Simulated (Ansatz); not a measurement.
Molecule: sum formula H2SiO3Cl (charge -1, singlet). It need not be the lowest isomer of its formula. Whether it binds its extra electron was not tested at this geometry. 
Coordinates optimised at B3LYP-D3(BJ)/def2-TZVP (Ansatz, a quantum-chemistry and plane-wave program):
SMILES: [O-][Si](O)(O)Cl
```xyz
7

Si    -0.1540     0.0059    -0.4333
Cl     0.4579     0.4211     1.6124
O     -0.7271     1.2541    -1.1392
O      1.2211    -0.7035    -1.0711
O     -1.1517    -1.3230    -0.2336
H      1.6971    -0.0404    -1.5781
H     -2.0638    -1.0212    -0.2162
```
Charge -1, spin multiplicity 1.

Parts of the frozen-core correlation energy in aug-cc-pV(D+d)Z (Ansatz, hartree). Frozen orbitals: 13; correlated occupied orbitals by spin: 16 and 16; virtual: 122 and 122. No spin-orbit coupling. No relativistic terms.

```tsv
term	value
reference (HF)	-974.47394
MP2 opposite-spin	(withheld)
MP2 same-spin	-0.23825
CCSD correlation	(withheld)
(T)	(withheld)
T1 diagnostic	0.015
largest doubles amplitude	0.017
```

Task: Some entries are withheld; supply them.

Result: 
- MP2 opposite-spin, value: -0.63009
- CCSD correlation, value: -0.88656
- (T), value: -0.02845
